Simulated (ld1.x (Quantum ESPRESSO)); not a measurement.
**Logarithmic derivatives: rubidium, RRKJ**

```json
{
  "Element": "rubidium (Rb)",
  "Generator": "ld1.x (Quantum ESPRESSO) 7.5",
  "Type": "norm-conserving RRKJ (Kleinman–Bylander form)",
  "Functional": "PBEsol",
  "Relativity": "scalar-relativistic",
  "Frozen core": "[Ar] 3d10",
  "Valence charge": "9",
  "Reference configuration": "4s2 4p6 4d0 5s0 5p0 (charge +1)",
  "Partial waves": "4s (bound): rc 2.00 bohr; 4d (bound, empty): rc 4.00 bohr; 4p (bound): rc 1.80 bohr",
  "Local potential": "the p channel",
  "Core correction": "Bessel-smoothed model core inside 1.45 bohr"
}
```

The phase is arctan(r·u′/u) with u = r·R(r), unwrapped; energies in Ry, scanned from -5 to 5 Ry. A pole is an energy at which the radial function vanishes at the test radius. The pseudo phase is shifted by a multiple of π to meet the all-electron one at the reference energy, and phase errors are pseudo minus all-electron; the curves can meet again beyond the range given. Levels narrower than the energy grid can be missing from the lists of poles.

| channel | radius (bohr) | reference energy (Ry) | poles, all-electron | poles, pseudo | unbroken range about the reference energy with phases within 0.05 rad | phase error 1 Ry above the reference energy (rad) |
| --- | --- | --- | --- | --- | --- | --- |
| s | 4.35 | -2.76 | 0.22, 3.32 | 0.21, 3.21 | below 1.2 | -0.000 |
| p | 4.35 | -1.59 | -1.58, 0.79, 4.01 | -1.58, 0.77, 3.88 | below 1.9 | -0.001 |
| d | 4.35 | -0.27 | -0.03, 1.97 | -1.29, -0.02, 2.81 | -1.2 to 0.4 | +0.404 |

Note: ghost state, extra bound levels that the all-electron valence spectrum of the same l lacks: d at -17.7 eV. A true bound ghost makes a file unfit for plane-wave use.

Phases in the d channel:

| E (Ry) | all-electron | pseudo |
| --- | --- | --- |
| -5.00 | 1.465 | 4.606 |
| -4.48 | 1.459 | 4.600 |
| -3.96 | 1.451 | 4.592 |
| -3.44 | 1.441 | 4.582 |
| -2.92 | 1.429 | 4.570 |
| -2.40 | 1.413 | 4.552 |
| -1.88 | 1.388 | 4.526 |
| -1.36 | 1.347 | 4.446 |
| -0.84 | 1.248 | 1.254 |
| -0.32 | -0.130 | -0.128 |
| 0.20 | -1.752 | -1.739 |
| 0.72 | -2.671 | -2.302 |
| 1.24 | -4.475 | -4.258 |
| 1.76 | -4.671 | -4.569 |
| 2.28 | -4.764 | -4.661 |
| 2.80 | -4.875 | -4.712 |
| 3.32 | -5.356 | -4.749 |
| 3.84 | -7.529 | -4.784 |
| 4.36 | -7.747 | -4.827 |
| 4.88 | -7.816 | -4.894 |
